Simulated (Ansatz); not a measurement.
A nudged elastic band was laid between two geometries of CH4F2OSi + FH (11 atoms, charge 0, multiplicity 1).

Computed with RKS B3LYP-D4/cc-pVDZ (Ansatz 0.2.0).

```yaml
movable_images: 9
climbing_image: yes
spring: 5.0 eV/Å²
optimiser: quadratic models (default)
start_path: through a guess of the saddle point
force_threshold: 0.05 eV/Å
iteration_limit: 40
end_points: relaxed
```

Image 0:

```xyz
11
Properties=species:S:1:pos:R:3
Si -0.306 0.619 1.103
O -0.017 -0.519 -0.093
C -0.424 -0.343 -1.462
F -1.829 1.171 0.867
F 0.648 1.925 0.901
H -0.175 0.029 2.438
H 1.524 -1.043 0.497
F 2.158 -0.910 1.183
H -0.473 -1.338 -1.924
H -1.416 0.132 -1.510
H 0.310 0.278 -2.001
```

Image 10:

```xyz
11
Properties=species:S:1:pos:R:3
Si -0.011 0.432 1.726
O 0.649 0.200 -0.761
C -0.293 -0.376 -1.664
F -1.431 0.287 0.934
F 0.793 1.805 1.392
H -0.369 0.497 3.156
H 1.391 -0.415 -0.663
F 0.935 -0.898 1.582
H -0.658 -1.358 -1.315
H -1.147 0.311 -1.712
H 0.139 -0.484 -2.675
```

Task: What changes between the two ends?

Result: Bonds broken: Si1–O2, H7–F8. Bonds formed: Si1–F8, O2–H7. CH4F2OSi + FH becomes CH4O + F3HSi.

Task: What energy profile does the band end with?

Result: It converged. The highest image is number 5 of 0 to 10, 11.3 kcal/mol above the first end and 17.7 kcal/mol above the last; the last end lies 6.4 kcal/mol below the first. A vibrational analysis at the climbing image gives one clearly imaginary mode, 753i cm⁻¹: a first-order saddle point. The orbitals stay closed-shell, which can raise the energy where a bond breaks towards radicals; this wasn't checked here.

```tsv
image	path coordinate (Å)	energy (kcal/mol)	Si1–O2 (Å)	H7–F8 (Å)	Si1–F8 (Å)
0	0.00	0.0	1.68	0.94	2.90
1	0.47	0.1	1.68	0.94	2.84
2	0.93	0.5	1.68	0.94	2.79
3	1.40	1.0	1.68	0.95	2.73
4	1.86	4.2	1.71	0.98	2.32
5	2.33	11.3	1.79	1.20	1.96
6	2.83	3.1	1.91	1.72	1.74
7	3.32	0.7	2.02	1.98	1.70
8	3.82	-1.4	2.14	2.04	1.68
9	4.32	-4.8	2.35	2.14	1.65
10	4.81	-6.4	2.58	2.34	1.64
```

Task: What is the geometry of the highest image?

Result: 
```xyz
11
Properties=species:S:1:pos:R:3
Si -0.010 0.505 1.231
O 0.419 -0.073 -0.408
C -0.420 -0.448 -1.513
F -1.479 1.106 0.735
F 0.770 1.891 1.595
H -0.446 -0.376 2.327
H 1.341 -0.552 0.122
F 1.697 -0.455 1.266
H -0.708 -1.507 -1.428
H -1.310 0.191 -1.485
H 0.145 -0.282 -2.440
```

Task: What are the harmonic wavenumbers there?

Result: 753i, 59, 115, 133, 208, 298, 320, 383, 587, 606, 639, 748, 857, 930, 1012, 1051, 1132, 1166, 1207, 1447, 1472, 1474, 2030, 2310, 3051, 3140, 3177 cm⁻¹.

Time of the run: 7.8 min on 2 threads of Arm Neoverse V1, with other jobs on the host, peak memory 0.29 GiB.
